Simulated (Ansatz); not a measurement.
ClH2InOS, SMILES `[OH][In]([SH])[Cl]`. Total charge 0; spin multiplicity 1. Correlated methods include outer-core shells of In, which these sets cover unevenly. In: def2 effective core potential.

```
atom    x (Å)    y (Å)    z (Å)
  O1   1.0223   0.8881   1.5235
 In2   0.0384  -0.0075   0.0761
  S3  -0.7031   1.1215  -1.8481
 Cl4  -0.3605  -2.2789   0.3711
  H5   1.2417   0.2787   2.2339
  H6  -1.2388  -0.0020  -2.3565
```

(1) Give the diagnostics of a CCSD(T)/def2-TZVPP run (frozen core, Ansatz 0.2.0). (Best estimate.)

## Answers

(1) Ansatz gave: T1 = 0.0147, largest single amplitude 0.034, largest double 0.033, (T) share of the correlation energy 3.8 %, 10 CCSD cycles. The RHF solution is stable towards an unrestricted one. T1 lies under the customary mark of 0.02 for closed shells.
